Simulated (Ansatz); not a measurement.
The cluster Si₅Mo₂⁺, 7 atoms. Hardware: 4 threads of Arm Neoverse V2 on a shared host.

In the def2 sets Mo takes a core potential; there is no spin–orbit coupling. Correlated methods freeze 25 core orbitals; core or outer-core shells of Mo are correlated, in sets that lack core-valence functions. In CCSD on the charge 1 doublet the largest single amplitude is 0.28, so its Hartree–Fock determinant may place the open shell otherwise than the density functionals do.

How many basis functions does each of these Ansatz runs have, and roughly what does it cost? r2SCAN-D4/def2-TZVP, charge 1 doublet, energy, from earlier orbitals; PBE-D4/def2-SVP, charge 1 doublet, energy with a search over starts; r2SCAN-D4/def2-SVP, charge 1 doublet, relaxation, 12 steps; PBE-D4/def2-TZVP, charge 1 doublet, energy and forces, from earlier orbitals; PBE0-D4/def2-SVP, charge 1 doublet, energy, from earlier orbitals; HSE06-D4/def2-TZVP, charge 1 doublet, energy, from earlier orbitals; MP2/def2-TZVP, charge 1 doublet, energy, from earlier orbitals; PBE0-D4/def2-TZVP, charge 1 doublet, energy, from earlier orbitals; PBE-D4/def2-SVP, charge 1 doublet, energy, from earlier orbitals; CCSD(T)/def2-SVP, charge 1 doublet, energy, from earlier orbitals; HF/STO-3G, charge 1 doublet, energy.

Other jobs shared the machine, so times can vary by a factor of up to 3. A dash marks memory too small to be measured apart from the calling script's.

| run | functions | fitting or Cholesky vectors | wall time | peak host memory (GiB) |
| --- | --- | --- | --- | --- |
| HF/STO-3G, charge 1 doublet, energy | 99 | 1182 | 8.5 s | 0.62 |
| PBE-D4/def2-SVP, charge 1 doublet, energy, from earlier orbitals | 152 | 1586 | 9.5 s | – |
| PBE0-D4/def2-SVP, charge 1 doublet, energy, from earlier orbitals | 152 | 1484 | 14 s | 0.69 |
| PBE-D4/def2-TZVP, charge 1 doublet, energy and forces, from earlier orbitals | 265 | 1876 | 20 s | 0.65 |
| MP2/def2-TZVP, charge 1 doublet, energy, from earlier orbitals | 265 | 1822 | 25 s | 1.3 |
| PBE-D4/def2-SVP, charge 1 doublet, energy with a search over starts | 152 | 1586 | 38 s | – |
| HSE06-D4/def2-TZVP, charge 1 doublet, energy, from earlier orbitals | 265 | 2096 | 44 s | 1.5 |
| r2SCAN-D4/def2-TZVP, charge 1 doublet, energy, from earlier orbitals | 265 | 1876 | 50 s | 0.76 |
| PBE0-D4/def2-TZVP, charge 1 doublet, energy, from earlier orbitals | 265 | 2096 | 56 s | 1.4 |
| r2SCAN-D4/def2-SVP, charge 1 doublet, relaxation, 12 steps | 152 | 1586 | 2.9 min | – |
| CCSD(T)/def2-SVP, charge 1 doublet, energy, from earlier orbitals | 152 | 1484 | 4.1 min | 3 |
